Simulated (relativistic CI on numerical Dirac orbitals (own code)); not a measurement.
# Mn⁵⁺: calculation against measurement

Method of calculation: Dirac-Coulomb-Breit CI, orbitals from a KLI potential per configuration, QED by a radiative potential, valence Slater integrals scaled by 0.9, configuration energies shifted to the measured levels that pair with them (semi-empirical) (own radial code, finite nucleus).

CI space (outside the closed core [Ne]): 3s2 3p6 3d2, 3s2 3p6 3d 4s, 3s2 3p6 3d 4p, 3s2 3p6 3d 4d, 3s2 3p5 3d3, 3s2 3p4 3d4, 3s 3p6 3d3, 3s2 3p6 3d 5s, 3s2 3p6 3d 4f, 3s2 3p6 3d 5p, 3s2 3p6 4s2, 3s2 3p6 3d 5d, 3s2 3p6 3d 5f, 3s2 3p6 3d 5g, 3s2 3p6 4s 4p, 3s2 3p5 3d2 4s, 3p6 3d4, 3s2 3p6 4p2, 3s2 3p6 4s 4d, 3s2 3p5 3d2 4p, 3s2 3p6 4p 4d, 3s2 3p5 3d2 4d, 3s 3p5 3d4. Levels of other configurations are missing.

```
Configuration  Term (tabulated)  J  Measured (cm⁻¹)  Computed  Error  Purity (%)
  3s2 3p6 3d2                3F  2              0.0         0      0          98
  3s2 3p6 3d2                3F  3            746.0       725    -21          98
  3s2 3p6 3d2                3F  4           1669.0      1619    -50          98
  3s2 3p6 3d2                1D  2          15336.0     14647   -689          94
  3s2 3p6 3d2                3P  0          17782.0     17241   -541          98
  3s2 3p6 3d2                3P  1          18057.0     17507   -550          98
  3s2 3p6 3d2                3P  2          18628.0     18048   -580          94
  3s2 3p6 3d2                1G  4          25511.0     26006    495          98
3s2 3p6 3d 4s                3D  1         250096.6    250099      3          99
3s2 3p6 3d 4s                3D  2         250527.0    250525     -2          98
3s2 3p6 3d 4s                3D  3         251403.0    251371    -32          99
3s2 3p6 3d 4s                1D  2         255239.7    255437    198          97
3s2 3p6 3d 4p               1D°  2         319821.2    319814     -7          91
3s2 3p6 3d 4p               3D°  1         321693.5    321320   -374          98
3s2 3p6 3d 4p               3D°  2         322409.6    322030   -380          95
3s2 3p6 3d 4p               3D°  3         323282.5    322890   -393          94
3s2 3p6 3d 4p               3F°  2         323796.1    323803      7          91
3s2 3p6 3d 4p               3F°  3         324849.1    324818    -32          94
3s2 3p6 3d 4p               3F°  4         326372.6    326323    -50          99
3s2 3p6 3d 4p               3P°  1         329634.5    329848    213          96
3s2 3p6 3d 4p               3P°  0         329729.3    329937    208          99
3s2 3p6 3d 4p               3P°  2         329992.0    330196    204          98
3s2 3p6 3d 4p               1F°  3         333054.5    333276    222          99
3s2 3p6 3d 4p               1P°  1         336130.8    336202     71          96
3s2 3p6 3d 4d                1F  3         429104.8    428946   -159          95
3s2 3p6 3d 4d                3D  2         431059.4    430745   -315          99
3s2 3p6 3d 4d                3D  3         431606.6    431285   -322          96
3s2 3p6 3d 4d                3G  3         432090.5    432000    -90          97
3s2 3p6 3d 4d                1P  1         432313.3    432313      0          90
3s2 3p6 3d 4d                3G  4         432652.6    432558    -94          99
3s2 3p6 3d 4d                3G  5         433463.6    433352   -112         100
3s2 3p6 3d 4d                3S  1         436451.0    436268   -183          98
3s2 3p6 3d 4d                3F  2         439105.0    440080    975          98
3s2 3p6 3d 4d                3F  3         439643.4    440606    963          99
3s2 3p6 3d 4d                3F  4         440234.1    441189    955          99
3s2 3p6 3d 4d                1D  2         444637.1    445418    781          88
3s2 3p6 3d 4d                3P  1         445581.9    446503    921          99
3s2 3p6 3d 4d                3P  2         446044.2    446929    885          90
3s2 3p6 3d 4d                1G  4         447701.8    448844   1143          99
```

Measured levels from Corliss and Sugar, J. Phys. Chem. Ref. Data 6, 1253 (1977); pairs were made by configuration, J and term (by order where the table uses no LS term), so strongly mixed levels may be paired wrongly. Some J values or terms of the table were assigned by a fit.

Mean error by configuration (cm⁻¹): 3s2 3p6 3d2 -277; 3s2 3p6 3d 4s 41; 3s2 3p6 3d 4p -26; 3s2 3p6 3d 4d 357. Over the excited levels the mean absolute error is 348 cm⁻¹ (38 of the 38 excited levels that our extract of the source holds in range could be paired), and the median relative error of those above 1,000 cm⁻¹ is 0.073 %, both after the shifts were fitted to these levels, so that a configuration with one level shows no error. Some levels of the ground configuration have no partner.

Configurations whose levels could be paired with our table of measured levels were shifted onto them, all but the ground configuration, by the median error of their levels; single terms can still be off by 1,000 to 2,000 cm⁻¹ or more, and rates follow the energies as ν³ (E1, M1) or ν⁵ (E2). The others borrow a shift and can be off by several thousand cm⁻¹ or more. 38 of the 38 excited levels that our extract of the measured tables holds in this range could be paired (the sources list more); they are missed by 348 cm⁻¹ on average and 1143 at most, after the shifts were fitted to these levels, and levels without a partner can miss by more. Some levels of the ground configuration have no partner and can miss by 10 % or more.

Shifts applied (cm⁻¹): 3s2 3p6 3d2 0; 3s2 3p6 3d 4s -21771; 3s2 3p6 3d 4p -22072; 3s2 3p6 3d 4d -22688.
